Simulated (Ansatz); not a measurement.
`[NH2][SnH2][F]` and `[F][SnH3]` differ in one atom or group.

Ansatz, PBE0-D4/def2-TZVP geometries, multiplicity 1. Each molecule was computed in one conformer, which needn't be the lowest.

Elements past krypton have def2 core potentials.

```
                                      property  `[NH2][SnH2][F]`
         HOMO energy (ωB97M-V/def2-TZVPP) / eV            -10.26
             HOMO energy (PBE/def2-TZVPP) / eV             -6.40
size of the dipole moment (PBE/def2-TZVPP) / D              1.87
           HOMO–LUMO gap (PBE/def2-TZVPP) / eV              5.17
             LUMO energy (PBE/def2-TZVPP) / eV             -1.23
         HOMO–LUMO gap (B3LYP/def2-TZVPP) / eV              6.96
```

**Question.** What does the change do to each property? (An estimate is asked.)

**Answer.** Computed: 
```
                                      property  `[F][SnH3]`  shift
         HOMO energy (ωB97M-V/def2-TZVPP) / eV       -11.62  -1.36
             HOMO energy (PBE/def2-TZVPP) / eV        -7.88  -1.48
size of the dipole moment (PBE/def2-TZVPP) / D         2.55   0.68
           HOMO–LUMO gap (PBE/def2-TZVPP) / eV         6.26   1.09
             LUMO energy (PBE/def2-TZVPP) / eV        -1.62  -0.39
         HOMO–LUMO gap (B3LYP/def2-TZVPP) / eV         8.06   1.10
```

With PBE0 the HOMO falls by 1.51 eV and the LUMO falls by 0.52 eV, so the gap widens by about 0.99 eV. PBE moves the HOMO by -1.48 eV and ωB97M-V by -1.36 eV. Dipoles are sizes alone; their direction can turn.

B3LYP here is the variant with VWN-RPA as its local correlation; programs differ in this.
